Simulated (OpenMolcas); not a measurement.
Hf I: the spin-orbit constant, worked from levels

```json
{
 "Program": "OpenMolcas 26.06",
 "Basis": "ANO-RCC-VDZ [7s6p4d2f]",
 "Scalar Hamiltonian": "X2C, point nucleus",
 "Active space": "4 electrons in 6 orbitals (5d 6s)",
 "State averaging": "2S+1 = 5 even, 10 roots; 2S+1 = 3 even, 19 roots (10 in the spin-orbit step); 2S+1 = 1 even, 14 roots",
 "Spin-orbit coupling": "state interaction with AMFI integrals over the reference wave functions, term energies averaged over their components"
}
```

Methods: CASSCF; SS-CASPT2, IPEA 0.25 Eh, imaginary shift 0.1 Eh (closed shells correlated: 5s 5p). Measured levels: NIST Handbook of Basic Atomic Spectroscopic Data.

**The spin-orbit constant.** For the Hund term 3F of d2, E(J) = (A/2) J(J+1) + constant and ζ = 2S·A = 2A. From J = 2 to J = 4 the energy changes by 7 A.

| Source | E(4) - E(2) | A | ζ |
| --- | --- | --- | --- |
| CASSCF | 4356.3 | 622.3 | 1245 |
| SS-CASPT2 | 4465.7 | 638.0 | 1276 |
| measured | 4567.6 | 652.5 | 1305 |

All in cm-1. SS-CASPT2 is off by -2.2 % and CASSCF by -4.6 %. Both methods take the spin-orbit matrix elements from the reference wave functions, so the second can move ζ only through the term energies and any multistate remixing. Second-order mixing with other terms is absorbed into this ζ.

CASPT2 breaks the degeneracy within a term, and the mean is taken; among the terms shown or strongly mixed into the levels shown the widest spread is 280 cm-1 (5d2 6s2 3F, SS-CASPT2). Some high roots are left out of the spin-orbit mixing, which shifts the levels that they would mix with. Without dynamic correlation excited terms often stand tens of per cent too high (terms of higher spin than the ground term too low), and those without a measured partner can miss by more than the paired ones (holds for CASSCF). Measured partners are found by configuration, term and J. A level has none where our copy of the source lacks it or the pairing is in doubt (some pairs that miss far off the trend of their configuration count as doubtful), and it then counts in no deviation. Levels of configurations outside the active space are missing.
